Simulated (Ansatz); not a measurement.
Reactions of `C[SiH]1NC1(F)F`.

Calculated with Ansatz (gas phase, PBE0-D4/def2-TZVP geometries, no zero-point term in ΔE). CCSD(T)/CBS adds triple-zeta CCSD(T) − MP2 to the extrapolated MP2 energy (def2 sets, frozen cores). This one scheme is used for every species, atoms too. For atomizations the MP2-based limit and the directly extrapolated one differ by several kJ/mol either way, and by 10 to 25 for some Ge, Se and Sn compounds, so smaller differences from it don't rank the levels. Functionals use def2-TZVPP. No spin–orbit coupling; open shells (•) take unrestricted orbitals. Spin–orbit coupling would lower the free atoms: a little for C, F, Si. def2 core potentials past Kr. For Zr outer-core shells are correlated without core-valence functions, so the limit isn't a true one: a few kJ/mol of doubt a bond, and 10 to 20 or more in all where bonds break to atoms. One conformer a species, not always the lowest.

```
                                                                                 reaction  PBE0-D4 (kJ/mol)  r2SCAN-D4 (kJ/mol)  ωB97X-V (kJ/mol)
       `C[SiH]1NC1(F)F` + `O[SiH](F)S[SiH2]Cl` → `CO[SiH](F)S[SiH2]Cl` + `FC1(F)N[SiH2]1`               111                 113               106
`C[SiH]1NC1(F)F` + `[NH2][Zr]([F])([F])[F]` → `C[NH][Zr]([F])([F])[F]` + `FC1(F)N[SiH2]1`                92                  95                90
                                           `C[SiH]1NC1(F)F` + H₂ → `FC1(F)N[SiH2]1` + CH₄               -13                 -11               -15
                                  `C[SiH]1NC1(F)F` → `[CH2]` (triplet) + `FC1(F)N[SiH2]1`               489                 471               500
                                                       `C[SiH]1NC1(F)F` → `F[Si]1(F)CCN1`              -448                -451              -456
                                        `C[SiH]1NC1(F)F` + H₂ → `C[Si@@H]1N[C@H]1F` + H–F               -55                 -45               -49
                                         `C[SiH]1NC1(F)F` → 2 C• + 2 F• + 5 H• + N• + Si•              4120                4116              4128
                                          `C[SiH]1NC1(F)F` + H₂O → `O[SiH]1NC1(F)F` + CH₄              -105                -114              -112
```

(1) Give the CCSD(T)/CBS values in the same order. (An estimate is asked.)

Largest T1 diagnostic: 0.017, for `[NH2][Zr]([F])([F])[F]`.

## Answers

(1) Computed: 111, 92, -13, 490, -482, -66, 4091, -110 kJ/mol.
